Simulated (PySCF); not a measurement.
Ligand exchange on a metal centre used in film growth or etching (Hf Cl-F). Isolated molecules, 0 K electronic values unless said otherwise.

These are PBE-D3(BJ)/def2-TZVP // r2SCAN-D4/def2-SVP (PySCF) values and carry that method's errors. 

| species | HOMO–LUMO gap (eV) | HOMO (eV) |
|---|---|---|
| 0 of 4 Cl replaced by F ([Hf(Cl)4]) | 5.29 | -8.32 |
| 1 of 4 Cl replaced by F ([Hf(Cl)3(F)]) | 5.50 | -8.31 |
| 2 of 4 Cl replaced by F | 5.84 | -8.40 |
| 3 of 4 Cl replaced by F ([Hf(Cl)(F)3]) | 6.45 | -8.56 |
| 4 of 4 Cl replaced by F ([Hf(F)4]) | 8.45 | -10.10 |
